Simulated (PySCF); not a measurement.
TeMeF5, CH₃F₅Te.
Bonds: Te1–C2, Te1–F6, Te1–F7, Te1–F8, Te1–F9, Te1–F10. Hydrogens: H3, H4, H5 on C2.

Method: PySCF 2.14.0, PBE0-D3(BJ)/def2-SVP geometry optimisation, gas phase, def2 core potentials past Kr.

Problem. How far are the bound atoms from Te1?

Solution. 6 atoms: F6 1.880 Å, F7 1.901 Å, F10 1.901 Å, F8 1.901 Å, F9 1.902 Å, C2 2.096 Å. The nearest atom not counted as bound is H3, at 2.62 Å (others tie with it).

Problem. List the angles at Te1.

Solution. 
```json
{"angle": "C2–Te1–F6", "degrees": "179.3", "distance of the outer atoms (Å)": "3.98"}
{"angle": "F7–Te1–F8", "degrees": "174.8", "distance of the outer atoms (Å)": "3.80"}
{"angle": "F9–Te1–F10", "degrees": "174.8", "distance of the outer atoms (Å)": "3.80"}
{"angle": "C2–Te1–F8", "degrees": "93.3", "distance of the outer atoms (Å)": "2.91"}
{"angle": "C2–Te1–F9", "degrees": "93.0", "distance of the outer atoms (Å)": "2.90"}
{"angle": "C2–Te1–F10", "degrees": "92.2", "distance of the outer atoms (Å)": "2.88"}
{"angle": "C2–Te1–F7", "degrees": "92.0", "distance of the outer atoms (Å)": "2.88"}
{"angle": "F7–Te1–F10", "degrees": "90.0", "distance of the outer atoms (Å)": "2.69"}
{"angle": "F8–Te1–F10", "degrees": "89.9", "distance of the outer atoms (Å)": "2.69"}
{"angle": "F7–Te1–F9", "degrees": "89.9", "distance of the outer atoms (Å)": "2.69"}
{"angle": "F8–Te1–F9", "degrees": "89.7", "distance of the outer atoms (Å)": "2.68"}
{"angle": "F6–Te1–F7", "degrees": "87.4", "distance of the outer atoms (Å)": "2.61"}
{"angle": "F6–Te1–F9", "degrees": "87.4", "distance of the outer atoms (Å)": "2.61"}
{"angle": "F6–Te1–F10", "degrees": "87.4", "distance of the outer atoms (Å)": "2.61"}
{"angle": "F6–Te1–F8", "degrees": "87.4", "distance of the outer atoms (Å)": "2.61"}
```

Problem. What is the shape at Te1?

Solution. Octahedral: the three widest angles are 179.3°, 174.8° and 174.8°, the others run from 87.4° to 93.3°. The Te–F distances aren't all alike: 1.880 to 1.902 Å.

Problem. What are the other bond lengths?

Solution. C2–H3, C2–H4, C2–H5 1.096 Å.

Point group: near Cs, missed by 0.16 Å at most; the miss may be what the optimiser left on a soft mode. Charge 0, singlet. Whether it is a minimum is left open (no frequencies).

The run took 81 s on Arm Neoverse V1, one thread, shared host, and the process peaked at 0.51 GiB of memory. This is the geometry optimisation.
